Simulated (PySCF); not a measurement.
The multiplicity is imposed and other spin states were not computed.

## [Cd(CH3)(F)] (charge 0, multiplicity 1)

Calculation: TPSSh-D3(BJ)/def2-TZVP // r2SCAN-D4/def2-SVP (PySCF 2.14.0).

The HOMO is -7.79 eV. The dipole moment is 3.23 D. The LUMO is -1.13 eV, the HOMO–LUMO gap is 6.65 eV and the charge on the central atom (Mulliken) comes out as 0.78 e. The total energy is -307.5320 Ha and the cost is about 110 core-seconds (a rough figure).

Bond lengths (Å): Cd1–C2 2.077, Cd1–F6 1.935, C2–H3 1.100, C2–H4 1.100, C2–H5 1.100. Bond angles (°): C2–Cd1–F6 180.0, Cd1–C2–H3 109.9, Cd1–C2–H4 109.9, Cd1–C2–H5 109.9, H3–C2–H4 109.1, H3–C2–H5 109.1, H4–C2–H5 109.1.
Charge 0, spin multiplicity 1.
